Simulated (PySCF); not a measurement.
Correlation energy of Fe+ (iron, charge +1)

[Ar] 3d6 4s1, high-spin 6D determinant. All numbers are calculated (PySCF 2.14, scalar relativity by spin-free X2C-1e, in ANO-RCC-VTZP). Frozen: [Ne]; 15 electrons correlated.

MP2 pair energies summed by pair of shells (mhartree):

```csv
pair,energy,share (%)
3p-3d,-188.99,41.7
3d-3d,-126.63,27.9
3p-3p,-70.13,15.5
3s-3p,-21.86,4.8
3s-3d,-19.57,4.3
3d-4s,-15.00,3.3
3p-4s,-7.55,1.7
3s-3s,-3.17,0.7
3s-4s,-0.58,0.1
```

Total MP2 correlation energy: -453.48 mhartree.

Same-spin part -165.73 and opposite-spin part -287.74 mhartree; SCS-MP2 scales them by 1/3 and 6/5 to -400.54 mhartree.
